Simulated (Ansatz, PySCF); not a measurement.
Species: sum formula HSF₂, charge 1, multiplicity 1. It need not be the lowest isomer of its formula. 
Structure (B3LYP-D3(BJ)/def2-TZVP (Ansatz, a quantum-chemistry and plane-wave program) minimum search):
SMILES: [SH+](F)F
```xyz
4

F     -1.1826    -0.4559     0.1935
S     -0.0085     0.4211    -0.2493
F      1.1977    -0.4304     0.1552
H      0.0004     1.2393     0.8511
```
Charge +1, spin multiplicity 1.

Total electronic energies in hartree. Correlated levels leave the core frozen unless marked. Spin-orbit coupling is left out. No relativistic terms. CBS(X,Y): correlation extrapolated as X^-3; Hartree-Fock from the larger set.

```
level                                        program  energy (Eh)
------------------------------------  --------------  -----------
HF/6-31G                                      Ansatz   -596.37402
HF/6-31G*                                     Ansatz   -596.56522
HF/cc-pwCVTZ                                  Ansatz   -596.71345
BLYP-D3(BJ)/def2-TZVPD                Ansatz + dftd3   -598.19558
M06-L/def2-TZVPD                               PySCF   -598.16154
r2SCAN-D3(BJ)/def2-TZVPD              Ansatz + dftd3   -598.09061
CAM-B3LYP-D4/def2-TZVPD               Ansatz + dftd4   -598.16324
LC-wPBE/def2-TZVPD                            Ansatz   -597.97523
MP2/6-31G                                     Ansatz   -596.68717
MP2/cc-pVTZ                                   Ansatz   -597.37747
MP2/cc-pwCVTZ                                 Ansatz   -597.40576
MP2/cc-pV(Q+d)Z                               Ansatz   -597.47125
RI-MP2/aug-cc-pV(T+d)Z                        Ansatz   -597.40682
SCS-MP2/cc-pV(T+d)Z                           Ansatz   -597.37270
CCSD(T)/CBS(cc-pV(T+d)Z,cc-pV(Q+d)Z)          Ansatz    -597.5514
```

Totals of different functionals don't rank their quality; only differences between species are comparable.
